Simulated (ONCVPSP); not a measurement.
**Cutoff test, phosphorus (P), ONCV**

```json
{"Element": "P", "Generator": "ONCVPSP 4.0.1", "Type": "optimised norm-conserving Vanderbilt (ONCV)", "Functional": "PBE", "Relativity": "scalar-relativistic", "Frozen core": "[Ne]", "Valence charge": "5", "Reference configuration": "3s2 3p3", "Partial waves": "3s: rc 1.70 bohr, ncon 4, nbas 7, qcut 3.2 1/bohr, 1 projector; 3p: rc 1.60 bohr, ncon 4, nbas 9, qcut 4.5 1/bohr, 1 projector", "Local potential": "polynomial inside 1.45 bohr (lpopt 5, dvloc0 6 Ha)", "Core correction": "Teter function fitted to the true core (icmod 2), fcfact 0.4"}
```

Q: For each optimised wave give the share of its norm inside rc, the residual kinetic energy above qcut (Ha) and the cutoffs (Ha) for errors of 10, 1, 0.1 and 0.01 mHa per electron.

A:

| wave | norm inside rc | residual KE | 10 mHa | 1 mHa | 0.1 mHa | 0.01 mHa |
| --- | --- | --- | --- | --- | --- | --- |
| 3s | 0.449 | 1.5e-02 | 5.9 | 32.2 | 41.3 | 49.9 |
| 3p | 0.233 | 1.5e-04 | 3.0 | 4.4 | 11.2 | 50.6 |

The occupied waves need 32 Ha and 41 Ha for 1 and 0.1 mHa.
